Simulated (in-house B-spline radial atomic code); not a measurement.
Hg²⁺. Computed with a B-spline radial atomic code. Model: all-electron spherical atom, spin shells full or empty, radial basis limit, no spin-orbit coupling, Breit or QED, empty-state partial waves extrapolated as (l+1/2)^-4, RPA, G0W0 and static COHSEX of the highest shell as one setting changes (uncorrelated shells keep exact exchange).

Without the two-electron picture change, core correlation of heavy ions comes too large.

Given: element Hg; charge 2; filled core Xe; hamiltonian one-electron scalar X2C; mean-field start HSE06; highest l of empty states 9; nuclear rms radius 5.4648 fm; highest mean-field shell 5d.

Shell: 4f 7 7, 5d 5 5 (electrons up and down).

| lowest nl shells left uncorrelated | RPA correlation energy (hartree) | G0W0 level (eV) | G0W0 minus most complete (meV) | COHSEX level (eV) | linearised minus solved G0W0 (meV) |
| --- | --- | --- | --- | --- | --- |
| 0 | -6.9507 | -35.482 | 0 | -39.024 | -92 |
| 1 | -6.711 | -35.482 | 0 | -39.024 | -92 |
| 2 | -6.4971 | -35.482 | 0.6 | -39.024 | -91.9 |
| 3 | -5.8797 | -35.481 | 1.8 | -39.027 | -91.9 |
| 4 | ? | ? | ? | ? | ? |
| 5 | -5.0642 | -35.477 | 5.6 | -39.024 | -91.7 |
| 6 | -4.0454 | -35.467 | 15 | -39 | -91.1 |
| 7 | -3.8555 | -35.469 | 13.2 | -39.001 | -91.2 |
| 8 | ? | ? | ? | ? | ? |
| 9 | -2.3303 | -35.548 | -66 | -39.127 | -95.4 |
| 10 | -2.1314 | -35.57 | -87.7 | -39.152 | -96.6 |
| 11 | -0.87223 | -35.374 | 108.4 | -38.679 | -86.4 |
| 12 | -0.49571 | -35.587 | -105.1 | -38.905 | -105.3 |

(1) What follows for lowest nl shells left uncorrelated = 4?

(2) What follows for lowest nl shells left uncorrelated = 8?

Answers

(1) RPA correlation energy -5.68 hartree; G0W0 level -35.48 eV; G0W0 minus most complete 2.6 meV; COHSEX level -39.026 eV; linearised minus solved G0W0 -91.8 meV.

(2) RPA correlation energy -3.2879 hartree; G0W0 level -35.478 eV; G0W0 minus most complete 4.6 meV; COHSEX level -39.004 eV; linearised minus solved G0W0 -91.7 meV.
